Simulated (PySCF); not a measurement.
H₃O₃Ti, SMILES [OH][Ti+]([OH])[OH], charge +1, multiplicity 1. Atoms are numbered in the order given.

```xyz
7

Ti     0.0000     0.0000    -0.2623
O     -1.3022     1.0282     0.1666
H     -1.7159     1.7958     0.5910
O      1.5416     0.6137     0.1666
H      2.4132     0.5882     0.5910
O     -0.2393    -1.6419     0.1666
H     -0.6972    -2.3839     0.5910
```
Charge +1, spin multiplicity 1.

Geometry optimised at PBE0-D3(BJ)/def2-SVP. The spin state was assumed, not searched. The isomer is the one that the SMILES or the coordinates give; other isomers of the formula were not compared. The values are those of a single conformer.

Calculation: PySCF with B3LYP/def2-TZVPD.

- total energy: -1076.95290 hartree
- point group: C3
- highest occupied level: -14.75 eV
- lowest empty level: -9.05 eV
- orbital gap: 5.70 eV
- dipole moment about the centre of nuclear charge: 0.39 D
- mean static polarisability: 40.1 bohr³ (5.94 Å³)
- polarisability, principal values: 25.5, 47.4, 47.4 bohr³
